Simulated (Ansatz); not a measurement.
A structure relaxed at PBE-D4/def2-TZVP in Ansatz, charge 0, singlet:

```xyz
3

Zn   -0.435   -2.488   -0.340
Zn    0.431    2.490    0.338
Te    0.004   -0.001    0.001
```

Task: Give its formula and point group.

Result: Zn₂Te (the lowest singlet isomer of a short search). Point group D∞h (tolerance 0.1 Å).

Task: Summarise the bond lengths by kind (pairs closer than 1.2 times the sum of covalent radii, bridged metal pairs left out).

Result: 2 × Te–Zn 2.55 Å.

In the def2 sets Te takes a core potential; there is no spin–orbit coupling. The order of the spin states hangs on the level: the triplet lies 0.16 eV below the singlet at PBE0-D4/def2-TZVP, but 0.12 eV above it at PBE-D4/def2-TZVP. The structure comes from a short search, and lower isomers may exist.
